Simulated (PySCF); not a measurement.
Si(AsH2)2(F)(H) (As₂FH₅Si), SMILES F[SiH]([AsH2])[AsH2]. Atoms are numbered in the order given.

```xyz
9

Si     0.3661    -0.8002     0.2178
F      0.7690    -1.8006    -1.0286
As    -1.9920    -0.4493     0.1479
As     1.5977     1.2198    -0.0794
H      0.6914    -1.5321     1.4935
H     -1.8646     0.4473     1.3973
H     -1.8324     0.7653    -0.7879
H      1.1024     1.6914     1.3031
H      2.8687     0.6066     0.5431
```
Charge 0, spin multiplicity 1.

Geometry: PBE-D3(BJ)/def2-SVP.

All values below come from PySCF 2.14.0 with PBE-D3(BJ)/def2-SVP.

Frequencies are harmonic and unscaled.

Computed normal modes with their intensities:
| mode | ν (cm⁻¹) | IR (km/mol) | Raman (Å⁴/amu) | depolarisation | moving atoms (share of kinetic energy) |
|---|---|---|---|---|---|
| 1 | 77 | 0.6 | 2.7 | 0.45 | As 70 %, Si 13 %, H 10 % |
| 2 | 101 | 1.5 | 0.7 | 0.67 | H 91 % |
| 3 | 117 | 0.5 | 0.9 | 0.60 | H 95 % |
| 4 | 156 | 4.8 | 0.6 | 0.74 | F 72 %, As 21 % |
| 5 | 169 | 4.4 | 0.7 | 0.44 | F 44 %, Si 28 %, As 21 % |
| 6 | 298 | 5.3 | 19.7 | 0.09 | Si 52 %, As 31 %, H 13 % |
| 7 | 395 | 16.6 | 7.8 | 0.73 | Si 65 %, H 19 %, As 15 % |
| 8 | 517 | 20.4 | 9.5 | 0.17 | H 98 % |
| 9 | 573 | 2.1 | 8.2 | 0.72 | H 87 % |
| 10 | 602 | 17.6 | 14.4 | 0.75 | H 90 % |
| 11 | 629 | 46.5 | 21.5 | 0.75 | H 88 %, Si 9 % |
| 12 | 743 | 161.8 | 17.6 | 0.75 | H 90 %, Si 8 % |
| 13 | 784 | 17.8 | 17.0 | 0.69 | H 79 %, F 18 % |
| 14 | 863 | 131.2 | 4.2 | 0.25 | Si 43 %, F 42 %, H 15 % |
| 15 | 947 | 19.1 | 19.8 | 0.75 | H 99 % |
| 16 | 950 | 16.4 | 45.2 | 0.72 | H 99 % |
| 17 | 2113 | 28.1 | 118.0 | 0.27 | H 99 % |
| 18 | 2114 | 56.9 | 172.9 | 0.03 | H 99 % |
| 19 | 2129 | 12.9 | 133.7 | 0.53 | H 98 % |
| 20 | 2132 | 89.7 | 168.0 | 0.74 | H 99 % |
| 21 | 2144 | 176.9 | 148.9 | 0.07 | H 97 % |
